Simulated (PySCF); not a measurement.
germane (H₄Ge), SMILES [GeH4]. Atoms are numbered in the order given.

```xyz
5

Ge     0.0000     0.0000     0.0000
H      0.8867    -0.8867    -0.8867
H     -0.8867    -0.8867     0.8867
H     -0.8867     0.8867    -0.8867
H      0.8867     0.8867     0.8867
```

Coordinates come from a B3LYP-D3(BJ)/def2-TZVP optimisation.

Two levels are set side by side: PBE/pcSseg-2 (PySCF) and KT2/pcSseg-2 (PySCF). GIAO shifts against GeH4 (⁷³Ge), TMS (¹H) at the same level; non-relativistic, no solvent, atoms listed together averaged. Differences are taken from unrounded values.

| quantity | PBE |
|---|---|
| δ(⁷³Ge) of Ge1 (ppm) | 0.0 |
| δ(¹H) of H2, H3, H4, H5 (ppm) | 3.87 |

These are the PBE values. What does KT2 give? (An estimate is asked for; the answer gives what the named calculation found.)


| quantity | KT2 | PBE minus KT2 |
|---|---|---|
| δ(⁷³Ge) of Ge1 (ppm) | 0.0 | 0.0 |
| δ(¹H) of H2, H3, H4, H5 (ppm) | 3.81 | 0.06 |

On these quantities the two levels nearly agree.

Rough cost on one machine, each run with all the roots and properties that it gave: KT2 against PBE within a factor of 2.
